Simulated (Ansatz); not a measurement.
## C2H2Cl2Sn (SMILES C#[C][SnH]([Cl])[Cl]): the electronic atomisation energy, rung by rung

C2H2Cl2Sn has 7 atoms, charge 0, and is taken as a singlet. As SMILES, `C#[C][SnH]([Cl])[Cl]`. The coordinates come from a PBE0-D4/def2-TZVP relaxation.

Quantity: the electronic atomisation energy, in eV. The values are calculated. Electronic energies at fixed atoms, without zero-point motion or spin-orbit coupling.

```tsv
level	kind	program	value (eV)	less CCSD(T)/def2-SVP	CPU time (all runs)
HF/def2-SVP (core potential)	Hartree–Fock	Ansatz	17.80	-5.74	4.7 s
SVWN5/def2-SVP (core potential)	LDA	Ansatz	29.11	+5.57	8.5 s
PBE/def2-SVP (core potential)	GGA	Ansatz	25.63	+2.09	13 s
PBE0/def2-SVP (core potential)	global hybrid	Ansatz	25.05	+1.51	15 s
CAM-B3LYP/def2-SVP (core potential)	range-separated hybrid	Ansatz	24.70	+1.16	16 s
B2PLYP/def2-SVP (core potential)	double hybrid	Ansatz	24.43	+0.89	22 s
MP2/def2-SVP (core potential)	perturbation theory	Ansatz	24.29	+0.75	6 s
CCSD(T)/def2-SVP (core potential)	coupled cluster or CI	Ansatz	23.54	0.00	49 s
CCSD/def2-SVP (core potential)	coupled cluster or CI	Ansatz	23.11	-0.43	38 s
```

Differences are taken from CCSD(T)/def2-SVP (core potential) for orientation; it has basis-set and higher-order errors of its own. The values span 17.80 to 29.11 eV. In the correlated wave-function rows the outer d shell of Sn is correlated, in sets not made for it. CPU times are rough (shared hosts, several kinds of processor): they show what a rung costs within a factor of a few.
